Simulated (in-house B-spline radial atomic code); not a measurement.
# BSE on G0W0@HF excitations of the praseodymium ion Pr⁵⁺

Method: BSE on G0W0@HF. Computed with a B-spline radial code for spherical atoms: linear response of the closed shell [Kr] 4d10 5s2 5p6 with a statically screened interaction on G0W0 levels; scalar-relativistic (spin-free one-electron X2C), finite nucleus, no spin-orbit coupling, no double excitations, S, P, D and F terms only; shells from n = 3 respond. Only terms of natural parity with L up to 3 were computed.

Spin-orbit coupling is strong here, so these LS terms don't match observed levels.

Command:
```bash
python run_td.py task.json out
```
Settings (radii: box in bohr, nucleus in fm):
```
Z                        59
electrons                54
configuration            [Kr] 4d10 5s2 5p6
hamiltonian              x2c
method                   bse
box_radius               16.35
rms_radius               4.8919
intervals                70
```

Time taken, with all properties: 5.3 s on 1 thread of Arm Neoverse N1 (shared host).

The lowest states, in the order of their Tamm-Dancoff energies; the method's threshold (minus the highest G0W0 level) is 84.35 eV. Labels give the largest channel, * marks a mixed state, and oscillator strengths are full-response dipole values. Energies in eV:

```
     state  full response  Tamm-Dancoff  oscillator strength
5p → 4f 3D          8.861         8.911                    -
5p → 4f 1D              ?             ?                    -
5p → 5d 3P         26.416        26.472                    -
5p → 5d 3F              ?             ?                    -
5p → 5d 1F         29.166        29.201                    -
5s → 4f 3F          34.19         34.22                    -
5s → 4f 1F          35.28         35.31                    -
5p → 5d 1P          34.76         36.06                  5.6
5p → 6s 3P          39.69         39.70                    -
5p → 6s 1P          40.34         40.36                 1.09
```

(1) Where does 5p → 5d 3F lie?

(2) Where does 5p → 4f 1D lie?

(3) How large is the singlet-triplet splitting of 5p → 4f (D terms) in Tamm-Dancoff?

(4) What polarisabilities and dispersion coefficient does the method give?

Results:

(1) At 26.911 eV in full response, 27.041 eV in Tamm-Dancoff.

(2) At 11.200 eV in full response, 11.452 eV in Tamm-Dancoff.

(3) 2.54 eV, from the unrounded values.

(4) Dipole 4.467 bohr³, quadrupole 13.33 bohr⁵, C6 22.44 hartree·bohr⁶ for two such species.
